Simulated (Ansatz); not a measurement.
# A small benchmark: atomisation enthalpy at 298 K

6 molecules holding Si, Ge, B, Al, Ga, P or As; the atomisation enthalpy at 298 K in kJ/mol, computed less measured. Shapes, held fixed at every level: PBE0-D4/def2-TZVP. Thermal terms are harmonic and unscaled (PBE0-D4/def2-TZVP); the spin-orbit lowering of the free atoms is taken from their spectra. Programs: Ansatz 0.2.0. Measured values: CRC Handbook of Chemistry and Physics, NIST-JANAF tables.

Levels: A = SPW92/def2-TZVPP; B = CCSD(T)/def2-SVP; C = CCSD/def2-TZVPP.

```csv
molecule,from tabulated heats,A,B,C
BHF2 (SMILES FBF),1681,+255,-65,-63
PF3 (phosphorus trifluoride),1513,+320,-237,-116
SiH2F2 (SMILES F[SiH2]F),1836,+198,-178,-85
SiHI3 (triiodosilane),1063,+192,-146,-79
SiI4 (SMILES I[Si](I)(I)I),987,+218,-176,-106
Si(CH3)3Cl (chlorotrimethylsilane),5037,+615,-275,-180
```

(1) Sum up the errors.

## Answers

(1) 
| level | kind | mean error | mean absolute error | worst case |
| --- | --- | --- | --- | --- |
| SPW92/def2-TZVPP | LDA | +299.7 | 299.7 | Si(CH3)3Cl |
| CCSD(T)/def2-SVP | coupled cluster or CI | -179.5 | 179.5 | Si(CH3)3Cl |
| CCSD/def2-TZVPP | coupled cluster or CI | -104.8 | 104.8 | Si(CH3)3Cl |

On this set CCSD/def2-TZVPP has the smallest mean absolute error and SPW92/def2-TZVPP the largest. SPW92/def2-TZVPP is too high in 6 of 6; CCSD(T)/def2-SVP is too low in 6 of 6; CCSD/def2-TZVPP is too low in 6 of 6. The heats of PF3, SiI4, Si(CH3)3Cl come from older tables and can be uncertain by 10 kJ/mol or more. The molecules' own spin-orbit binding is left out, so errors for heavy halides read too negative. The tabulated values of BHF2, SiH2F2, SiHI3 are in doubt (older tables, estimates, or at odds with other calculations) and kept here. Over the 3 molecules whose values aren't doubted the mean absolute errors are A 384.3; B 229.3; C 134.0. Correlated wave functions converge slowly with the basis. CCSD also lacks the triples, which bind further. For atoms past krypton def2 sets carry core potentials with scalar relativity. Outer-core shells of I are correlated in most correlated rows, in sets that cover them unevenly. The set is small.
